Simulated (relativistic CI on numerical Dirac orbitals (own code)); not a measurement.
Er⁴⁺ (4f10) in a crystal field

Calculated by Dirac-Coulomb-Breit CI, orbitals from a KLI potential per configuration, model QED, one configuration in a parametric crystal field, unscaled Slater integrals (own radial code). With so little scaling, terms lie 10 to 35 % too far apart, which can change the order of excited levels.

Field parameters in Wybourne normalisation; cubic f-shell fields have B⁴₄ = √(5/14) B⁴₀ and B⁶₄ = −√(7/2) B⁶₀. The field is a parameter set, without covalency.

S is read from ⟨S²⟩ = S(S + 1).

Powder χT (cm³ K mol⁻¹) by Van Vleck's formula, with temperature-independent terms:

```tsv
Field	2 K	5 K	10 K	20 K	50 K	100 K	200 K	300 K
C2v, B20 = 670, B22 = 120, B40 = -790, B42 = -330, B44 = -300, B60 = 920, B62 = -480, B64 = 600, B66 = -420 cm⁻¹	3.58	6.97	8.77	9.89	11.3	12.4	13.2	13.5
D3d, B20 = 2970, B40 = 570, B43 = 1900, B60 = -90, B63 = -30, B66 = -410 cm⁻¹	12.1	12.1	12.2	12.4	12.9	13.3	13.6	13.7
Oh, B40 = 3540, B60 = 410 cm⁻¹	1.46	3.65	6.82	9.93	11.8	12.5	13.1	13.4
Oh, B40 = -2910, B60 = 450 cm⁻¹	7.29	8.82	10.3	11.5	12.5	12.9	13.3	13.5
Oh, B40 = 1260, B60 = 540 cm⁻¹	1.53	3.82	7	9.8	11.4	12.2	13.1	13.5
Oh, B40 = -4140, B60 = 540 cm⁻¹	6.7	7.51	8.75	10.4	12	12.7	13.1	13.4
```

**Question.** For Oh, B40 = -4140, B60 = 540 cm⁻¹: what effective moment follows at 300 K?

**Answer.** μ_eff = √(8χT) = 10.35 μB. The LS value g√(J(J + 1)) of the free ion's 5I_8 level is 10.61 μB.
